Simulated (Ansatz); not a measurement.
Steps of a relaxation of `CO[Si](O)Cl` radical with UKS PBE-D4/def2-SVP.

```sh
$ ansatz run in.yaml --threads 2 --pin off --events-out ev --progress --plain --max-ram 32768MiB --backend cpu
```

```yaml
crystal:
  periodic: [false, false, false]
  atoms:
    - {symbol: C, position_ang: [0.543300, 1.018400, 0.989200]}
    - {symbol: O, position_ang: [0.020200, -0.215000, 0.572300]}
    - {symbol: Si, position_ang: [-0.854700, -0.335700, -0.865000]}
    - {symbol: O, position_ang: [-1.380900, -1.854500, -0.940700]}
    - {symbol: Cl, position_ang: [0.607100, -0.324700, -2.336700]}
    - {symbol: H, position_ang: [1.223500, 1.480800, 0.263200]}
    - {symbol: H, position_ang: [1.024900, 0.951400, 1.946700]}
    - {symbol: H, position_ang: [-0.294200, 1.786500, 1.104300]}
    - {symbol: H, position_ang: [-0.800800, -2.553500, -0.750300]}
basis:
  gaussian: {orbitals: def2-SVP}
magnetization: {spin_polarized: true, initial_magnetization: 1}
hamiltonian: {xc: pbe, dispersion: d4}
relax: {f_tol: 0.03, max_steps: 200}
```

Positions (Å) and forces (eV/Å) along the path, 14 of 16 steps:

```xyz
9
step=1 energy=-25572.9762 eV
C     0.543    1.018    0.989   -1.611    1.371   -0.565
O     0.020   -0.215    0.572   -0.300   -0.023    0.045
Si   -0.855   -0.336   -0.865    0.963    0.516    0.324
O    -1.381   -1.855   -0.941   -2.833    0.370   -0.369
Cl    0.607   -0.325   -2.337    0.484    0.575   -0.705
H     1.224    1.481    0.263    0.552   -0.044   -0.383
H     1.025    0.951    1.947    0.598   -0.365    1.019
H    -0.294    1.786    1.104    0.530   -0.454    0.101
H    -0.801   -2.554   -0.750    1.616   -1.947    0.533
9
step=3 energy=-25573.3058 eV
C     0.517    1.062    0.989    0.013    0.339    0.067
O    -0.045   -0.174    0.593   -0.187   -0.025   -0.353
Si   -0.791   -0.394   -0.908    0.204    0.105    0.204
O    -1.427   -1.919   -0.909   -0.191   -0.207   -0.088
Cl    0.657   -0.169   -2.435   -0.038    0.031    0.122
H     1.264    1.446    0.258   -0.012   -0.050   -0.002
H     1.026    0.924    1.963    0.039   -0.064    0.041
H    -0.263    1.850    1.130    0.094   -0.119   -0.031
H    -0.849   -2.673   -0.696    0.078   -0.011    0.040
9
step=4 energy=-25573.3200 eV
C     0.518    1.068    0.981    0.210   -0.029    0.102
O    -0.098   -0.152    0.592   -0.068    0.137   -0.097
Si   -0.829   -0.393   -0.901    0.046   -0.270    0.039
O    -1.417   -1.952   -0.920    0.055   -0.057   -0.004
Cl    0.641   -0.125   -2.395   -0.018    0.049    0.038
H     1.295    1.401    0.251   -0.107   -0.053    0.041
H     1.013    0.903    1.963   -0.051    0.021   -0.092
H    -0.226    1.887    1.105   -0.001   -0.011   -0.013
H    -0.808   -2.685   -0.692   -0.066    0.213   -0.014
9
step=5 energy=-25573.3239 eV
C     0.524    1.061    0.989   -0.171    0.003   -0.309
O    -0.197   -0.085    0.562    0.033   -0.201    0.066
Si   -0.868   -0.409   -0.943   -0.001    0.087    0.254
O    -1.379   -1.992   -0.942   -0.052    0.022   -0.043
Cl    0.617   -0.073   -2.395    0.104    0.036   -0.067
H     1.310    1.339    0.253    0.047    0.034    0.014
H     1.006    0.862    1.969   -0.069   -0.126   -0.044
H    -0.168    1.920    1.108    0.047    0.138    0.069
H    -0.757   -2.669   -0.618    0.061    0.008    0.060
9
step=6 energy=-25573.3333 eV
C     0.518    1.061    0.977   -0.020   -0.094   -0.094
O    -0.185   -0.106    0.575    0.026    0.014    0.083
Si   -0.865   -0.405   -0.927   -0.013   -0.019    0.034
O    -1.385   -1.986   -0.940    0.013   -0.032   -0.021
Cl    0.629   -0.063   -2.377    0.032    0.023   -0.022
H     1.306    1.341    0.242   -0.017    0.007    0.006
H     1.002    0.858    1.954   -0.026   -0.012   -0.024
H    -0.172    1.923    1.103    0.013    0.032    0.014
H    -0.761   -2.668   -0.624   -0.008    0.081    0.023
9
step=7 energy=-25573.3381 eV
C     0.513    1.052    0.967   -0.034   -0.077   -0.042
O    -0.228   -0.095    0.574    0.050    0.056    0.105
Si   -0.882   -0.404   -0.934   -0.003   -0.009   -0.068
O    -1.361   -1.998   -0.956    0.104   -0.141    0.039
Cl    0.629   -0.024   -2.363   -0.002    0.017    0.001
H     1.306    1.304    0.227   -0.024    0.001    0.003
H     0.994    0.828    1.941    0.002    0.020   -0.001
H    -0.146    1.939    1.099    0.020   -0.031   -0.005
H    -0.736   -2.649   -0.572   -0.113    0.164   -0.032
9
step=8 energy=-25573.3408 eV
C     0.507    1.034    0.954   -0.049   -0.001    0.001
O    -0.268   -0.093    0.570    0.038    0.036    0.061
Si   -0.890   -0.404   -0.953    0.023    0.056   -0.090
O    -1.329   -2.010   -0.986    0.382   -0.406    0.278
Cl    0.641    0.038   -2.349   -0.048   -0.019    0.020
H     1.293    1.271    0.203   -0.014   -0.005    0.005
H     0.995    0.796    1.920    0.017    0.018    0.012
H    -0.127    1.939    1.101    0.026   -0.074   -0.014
H    -0.734   -2.617   -0.478   -0.377    0.396   -0.272
9
step=9 energy=-25573.3485 eV
C     0.502    1.005    0.945   -0.017   -0.032   -0.020
O    -0.221   -0.144    0.532   -0.112    0.079    0.036
Si   -0.878   -0.384   -0.995    0.239   -0.251    0.094
O    -1.272   -2.010   -1.017    0.012    0.040   -0.048
Cl    0.669    0.074   -2.366   -0.106    0.009   -0.060
H     1.259    1.301    0.185    0.022    0.032    0.034
H     1.019    0.766    1.896    0.005    0.005   -0.012
H    -0.178    1.866    1.124    0.022    0.029    0.021
H    -0.811   -2.521   -0.321   -0.065    0.088   -0.045
9
step=10 energy=-25573.3212 eV rejected
C     0.503    1.004    0.957    0.047   -0.082    0.057
O    -0.193   -0.153    0.517    0.174   -0.091   -0.071
Si   -0.778   -0.437   -1.026   -0.672    0.664    0.028
O    -1.200   -2.042   -1.056    0.359   -0.623    0.616
Cl    0.602    0.125   -2.493    0.309   -0.074   -0.091
H     1.284    1.327    0.231   -0.068   -0.019    0.027
H     0.994    0.747    1.917    0.044    0.079    0.012
H    -0.193    1.852    1.137    0.011    0.005   -0.023
H    -0.931   -2.468   -0.201   -0.204    0.139   -0.556
9
step=11 energy=-25573.3590 eV
C     0.501    1.003    0.953    0.003   -0.009   -0.013
O    -0.224   -0.142    0.528    0.006    0.012   -0.026
Si   -0.848   -0.401   -1.010   -0.009    0.046    0.010
O    -1.218   -2.029   -1.052    0.174   -0.221    0.345
Cl    0.637    0.087   -2.427    0.006    0.008   -0.004
H     1.266    1.308    0.205   -0.005   -0.001    0.007
H     1.013    0.755    1.904    0.001   -0.006    0.001
H    -0.175    1.866    1.138   -0.002    0.010    0.007
H    -0.865   -2.493   -0.256   -0.175    0.161   -0.326
9
step=13 energy=-25573.3623 eV
C     0.502    1.007    0.953    0.004   -0.007   -0.004
O    -0.216   -0.139    0.523    0.005    0.000    0.003
Si   -0.836   -0.407   -1.013   -0.038   -0.017   -0.003
O    -1.197   -2.040   -1.057    0.048    0.029    0.019
Cl    0.641    0.094   -2.434    0.000   -0.014    0.004
H     1.259    1.325    0.204   -0.004    0.000    0.004
H     1.023    0.753    1.899    0.003    0.002   -0.002
H    -0.179    1.864    1.153   -0.001   -0.005   -0.001
H    -0.908   -2.503   -0.245   -0.017    0.012   -0.020
9
step=14 energy=-25573.3626 eV
C     0.502    1.004    0.952   -0.038    0.037    0.007
O    -0.221   -0.138    0.522    0.023   -0.013    0.000
Si   -0.840   -0.406   -1.015    0.041   -0.013    0.000
O    -1.177   -2.043   -1.062   -0.003    0.003   -0.009
Cl    0.642    0.096   -2.432   -0.021   -0.003    0.005
H     1.255    1.328    0.201   -0.001   -0.016   -0.014
H     1.029    0.751    1.895   -0.009   -0.020   -0.005
H    -0.180    1.858    1.157    0.014    0.020    0.015
H    -0.923   -2.496   -0.234   -0.005    0.005    0.001
9
step=15 energy=-25573.3630 eV
C     0.501    1.006    0.953   -0.001    0.007    0.001
O    -0.219   -0.137    0.521    0.001   -0.008    0.003
Si   -0.835   -0.409   -1.016    0.018    0.017   -0.001
O    -1.167   -2.045   -1.065    0.001   -0.034    0.016
Cl    0.640    0.097   -2.437   -0.008   -0.003    0.004
H     1.253    1.330    0.200   -0.001    0.000   -0.004
H     1.030    0.748    1.893   -0.001   -0.001   -0.001
H    -0.179    1.861    1.163    0.000    0.003    0.003
H    -0.935   -2.497   -0.229   -0.009    0.020   -0.022
9
step=16 energy=-25573.3631 eV
C     0.501    1.007    0.953    0.005    0.003    0.000
O    -0.216   -0.139    0.520   -0.002   -0.007    0.002
Si   -0.831   -0.410   -1.017    0.001    0.015   -0.002
O    -1.164   -2.046   -1.067    0.004   -0.019    0.012
Cl    0.643    0.094   -2.439    0.000   -0.002    0.001
H     1.247    1.336    0.198    0.000    0.002    0.001
H     1.035    0.747    1.890    0.001    0.002   -0.001
H    -0.182    1.858    1.170   -0.002   -0.002    0.000
H    -0.946   -2.494   -0.226   -0.006    0.008   -0.012
```

Hardware: 2 threads of an AMD EPYC 7R13 on a shared host. Wall time 39 s, peak host memory 0.19 GiB.
